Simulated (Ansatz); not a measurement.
CH₃BSTe (`[TeH]B1CS1`). Charge 0, multiplicity 1. Te takes the def2 core potential. All single points use the PBE0-D4/def2-TZVP geometry.

```xyz
7

Te    1.779    0.843   -1.400
B     0.106    0.576   -0.158
C    -0.806   -0.366    0.632
S    -1.178    1.454    0.641
H     2.148   -0.774   -1.436
H    -1.553   -0.971    0.126
H    -0.496   -0.763    1.594
```

What is the dipole moment at r2SCAN/def2-TZVPP? (Best estimate.)

The calculation gave: 1.36 D, with components (0.56, -1.22, -0.23) D in this frame, pointing from negative to positive charge.

And with PBE, B3LYP, ωB97M-V? (Estimate.)

Computed: PBE 1.23 D, B3LYP 1.27 D, ωB97M-V 1.26 D.

Give the Mulliken charges with r2SCAN, ωB97M-V, B3LYP in def2-TZVPP. (Estimate.)

Ansatz gave: 
```
atom  r2SCAN  ωB97M-V  B3LYP
 Te1    0.19     0.14   0.16
  B2   -0.09    -0.03  -0.02
  C3   -0.13    -0.26  -0.21
  S4   -0.14    -0.11  -0.15
  H5   -0.02    -0.01  -0.03
  H6    0.10     0.14   0.13
  H7    0.10     0.14   0.13
```

B3LYP here is the variant with VWN-RPA as its local correlation; programs differ in this.
